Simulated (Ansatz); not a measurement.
`CB([SiH3])BCl` and `CB([SiH3])CF` differ in one atom or group.

Ansatz, PBE0-D4/def2-TZVP geometries, multiplicity 1. Each molecule was computed in one conformer, which needn't be the lowest.

| property | `CB([SiH3])BCl` |
| --- | --- |
| size of the dipole moment (PBE/def2-TZVPP) / D | 1.56 |
| HOMO–LUMO gap (ωB97M-V/def2-TZVPP) / eV | 9.56 |
| HOMO energy (PBE0/def2-TZVPP) / eV | -7.42 |
| LUMO energy (B3LYP/def2-TZVPP) / eV | -2.14 |
| HOMO–LUMO gap (PBE0/def2-TZVPP) / eV | 5.44 |
| size of the dipole moment (B3LYP/def2-TZVPP) / D | 1.58 |

(1) Give the same properties after the change, and the shifts. (An estimate is asked.)

## Answers

(1) The calculation gave: 
```tsv
property	`CB([SiH3])CF`	shift
size of the dipole moment (PBE/def2-TZVPP) / D	2.48	0.92
HOMO–LUMO gap (ωB97M-V/def2-TZVPP) / eV	10.42	0.86
HOMO energy (PBE0/def2-TZVPP) / eV	-7.94	-0.52
LUMO energy (B3LYP/def2-TZVPP) / eV	-1.86	0.28
HOMO–LUMO gap (PBE0/def2-TZVPP) / eV	6.27	0.83
size of the dipole moment (B3LYP/def2-TZVPP) / D	2.57	0.99
```

With PBE0 the HOMO falls by 0.52 eV and the LUMO rises by 0.31 eV, so the gap widens by about 0.83 eV. PBE moves the HOMO by -0.48 eV and ωB97M-V by -0.55 eV. Dipoles are sizes alone; their direction can turn.

B3LYP here is the variant with VWN-RPA as its local correlation; programs differ in this.
